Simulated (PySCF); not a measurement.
# How exact exchange moves a shielding

Molecule: `ClC[SiH2]Cl`, CH4Cl2Si.

Geometry (Å), atoms numbered from 1 in this order:
```xyz
8

Cl   -2.002   -1.040    0.192
C    -0.902    0.370    0.075
Si    0.845   -0.312   -0.083
Cl    2.161    1.287   -0.213
H    -1.195    0.970   -0.798
H    -1.027    0.986    0.977
H     0.956   -1.128   -1.321
H     1.182   -1.113    1.122
```

GIAO shieldings (ppm, equivalent atoms averaged) in PySCF 2.14.0 with density-fitted response routines on the PBE0-D3(BJ)/def2-SVP geometry, basis pcSseg-2, gas phase, non-relativistic:

| functional | exact exchange (%) | σ(Cl1) | σ(Cl4) | σ(Si3) |
| --- | --- | --- | --- | --- |
| BLYP | 0 | 889.5 | 930.0 | 335.6 |
| BP86 | 0 | 902.0 | 939.1 | 345.7 |
| PBE | 0 | 902.8 | 939.1 | 346.8 |
| B3LYP | 20 | 914.1 | 950.1 | 348.3 |
| PBE0 | 25 | 931.5 | 963.3 | 362.4 |
| mPW1PW91 | 25 | 929.3 | 962.5 | 361.2 |
| HF | 100 | 990.3 | 1006.9 | 405.6 |

Problem. Fit each shielding as a line in the percentage of exact exchange.

Solution. σ(Cl1) = 900.3 + 0.93 x (rms 6.0 ppm); σ(Cl4) = 938.6 + 0.71 x (rms 5.0 ppm); σ(Si3) = 342.6 + 0.63 x (rms 4.6 ppm). The functionals also differ in their semilocal parts, which the line can't hold; Hartree–Fock has no correlation at all.

Problem. What does the line predict for BHandHLYP (50 %), and what does the run give?

Solution. σ(Cl1): 946.8 predicted, 945.2 computed; σ(Cl4): 974.1 predicted, 973.3 computed; σ(Si3): 374.1 predicted, 368.4 computed ppm.
